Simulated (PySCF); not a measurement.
[MnF4]- holds Mn(III), d4, at total charge -1. The structure is a model geometry with rigid ligands and bond lengths from ionic radii, not a minimum; coordination tetrahedral, point group Td, metal–donor distances 1.82 Å.

Method (PySCF 2.14, density fitting): CASSCF(4,5) with orbitals averaged over all microstates of the shell, strongly contracted NEVPT2 on the averaged canonical orbitals; basis x2c-TZVPall on the metal, x2c-SVPall elsewhere; spin-free X2C; gas phase; spin-orbit coupling by state interaction with the mean-field operator over all roots.

CASSCF energies above the lowest CASSCF root:

| state | CASSCF / cm⁻¹ |
| --- | --- |
| 5T2 | 0 |
| 5E | 7062 |
| 3T1 | 16686 |
| 3T2 | 19460 |
| 1A1 | 21050 |
| 3T1 | 22162 |
| 3E | 24266 |
| 3T2 | 24431 |
| 3T1 | 25581 |
| 1T1 | 26085 |
| 3T2 | 28880 |
| 3T1 | 29347 |
| 3A2 | 29394 |
| 3E | 30409 |
| 1T2 | 30690 |
| 1E | 32717 |
| 3A1 | 33563 |
| 1A1 | 33671 |
| 3T1 | 35366 |
| 3T2 | 35514 |
| 1T2 | 35610 |
| 1T1 | 36268 |

Task: How does dynamic correlation (SC-NEVPT2) move these states?

Result: 
```
state  NEVPT2 / cm⁻¹  shift / cm⁻¹
  5T2              0             0
   5E           8561         +1499
  3T1          13943         -2744
  3T2          17473         -1987
  1A1          15698         -5352
  3T1          20810         -1352
   3E          23154         -1111
  3T2          22094         -2337
  3T1          23500         -2081
  1T1          22632         -3453
  3T2          27082         -1798
  3T1          28904          -444
  3A2          27723         -1672
   3E          29601          -808
  1T2          28998         -1692
   1E          29750         -2967
  3A1          32272         -1291
  1A1          30647         -3024
  3T1          35051          -315
  3T2          31430         -4084
  1T2          33531         -2079
  1T1          33877         -2391
```

The geometry is a model, and the complex may not exist in this form. The ground state is orbitally degenerate in this regular structure, which would distort (Jahn–Teller). NEVPT2 lifts 5E from 7062 to 8561 cm⁻¹; on the d shell alone such lifts tend to overshoot. NEVPT2 on the d shell alone tends to put d–d bands too high for such charged or covalently bound ions. Gaps between spin states lean to high spin in this active space.
